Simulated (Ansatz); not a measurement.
## Worked example: a bond strength in C2H3ClNSi (SMILES C[Si](Cl)C#N)

The species is C2H3ClNSi (8 atoms), meant as a doublet with charge 0. SMILES: `C[Si](Cl)C#N`. Geometry: optimised at wB97X-V/def2-SVP.

```xyz
8

C    -0.7134   -0.5423    0.7879
Si    0.6014    0.6682    0.2404
Cl    2.4961   -0.0988    0.5146
C     0.4026    1.0026   -1.5817
N     0.2468    1.2842   -2.6968
H    -0.5976   -1.4881    0.2313
H    -0.6289   -0.7525    1.8654
H    -1.7148   -0.1304    0.5832
```

Wanted: the dissociation energy of the H8–C1 bond into doublet H and singlet C2H2ClNSi (shapes relaxed at wB97X-V/def2-SVP, no zero-point term). 1 Eh = 2625.50 kJ/mol = 27.2114 eV. Totals in Eh; open shells run unrestricted unless said.

| level | program | C2H3ClNSi | doublet H | singlet C2H2ClNSi |
| --- | --- | --- | --- | --- |
| U-r2SCAN/def2-SVP | Ansatz | -882.000164 | -0.499209 | -881.372851 |
| UPBE0-D4/def2-SVP | Ansatz | -881.706617 | -0.500291 | -881.078394 |
| UB2PLYP/def2-SVP, 13 core orbitals frozen | Ansatz | -881.720598 | -0.497926 | -881.100106 |

Work out the dissociation energy at each level.


1. U-r2SCAN/def2-SVP: (-0.499209) + (-881.372851) − (-882.000164) = 0.128104 Eh = 336.3 kJ/mol = 3.49 eV.
2. UPBE0-D4/def2-SVP: (-0.500291) + (-881.078394) − (-881.706617) = 0.127932 Eh = 335.9 kJ/mol = 3.48 eV.
3. UB2PLYP/def2-SVP: (-0.497926) + (-881.100106) − (-881.720598) = 0.122566 Eh = 321.8 kJ/mol = 3.34 eV.

The levels span 322 to 336 kJ/mol; no measured value is set beside them. A fragment with an even electron count was run as a singlet and may have a lower triplet. A bond enthalpy at 298 K also holds the loss of zero-point energy and thermal terms.
